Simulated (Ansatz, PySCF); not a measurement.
Reaction (SMILES): N[Si](O)(O)O + 3 [SiH4] (SiH4) -> N[SiH3] + 3 O[SiH3] [hydroxysilane]
Each molecule is optimised on its own at B3LYP-D3(BJ)/def2-TZVP (Ansatz, a program for electronic structure), one conformer each, not searched for the lowest. Frequencies are from Ansatz or PySCF.

Quantity: bond separation energy (0 K, with B3LYP-D3(BJ) harmonic zero-point energies), in eV. Cores are frozen in the correlated levels unless marked. No spin-orbit coupling. No relativistic terms. Basis-set limits of correlation are two-point, X^-3; Hartree-Fock from the larger set.

CCSD(T)/CBS(cc-pV(T+d)Z,cc-pV(Q+d)Z) (Ansatz) gives 1.08 eV.

Another calculation gave 1.06 eV. Which level was it?
(A) LC-wPBE/def2-TZVPD (Ansatz)
(B) SVWN5/def2-TZVPD (Ansatz)
(C) BLYP/def2-TZVPD (Ansatz)

A, LC-wPBE/def2-TZVPD (Ansatz). The others give 0.95 (BLYP), 1.23 (SVWN5) eV.
